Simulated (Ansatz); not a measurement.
Mulliken charges of `OC[Se]CF` from ωB97M-V/def2-TZVPP in Ansatz (PBE0-D4/def2-TZVP geometry).

| atom | x (Å) | y (Å) | z (Å) | charge (e) |
| --- | --- | --- | --- | --- |
| O1 | -0.990 | -0.351 | 1.457 | -0.300 |
| C2 | -0.135 | -1.116 | 0.669 | -0.149 |
| Se3 | 1.398 | -0.118 | -0.048 | 0.000 |
| C4 | 0.345 | 1.099 | -1.120 | -0.094 |
| F5 | -0.094 | 0.525 | -2.289 | -0.212 |
| H6 | -0.489 | 0.001 | 2.199 | 0.182 |
| H7 | -0.715 | -1.487 | -0.174 | 0.153 |
| H8 | 0.308 | -1.963 | 1.203 | 0.144 |
| H9 | -0.523 | 1.407 | -0.535 | 0.140 |
| H10 | 0.980 | 1.953 | -1.359 | 0.135 |

Question: By hand: the dipole of these point charges (1 e Å = 4.8032 D).

Answer: Σ q r = (0.210, 0.008, 0.342) e Å, of length 0.401 e Å = 1.93 D.

Question: How does the dipole of the full density compare? (Estimate.)

Answer: Computed: (0.097, 0.079, 0.376) e Å, 1.90 D; the point charges give 1.02 times that, at 20° from its direction.

Point charges leave out the atoms' own dipoles, such as those of lone pairs, and Mulliken's split depends on the basis, so the two needn't agree.
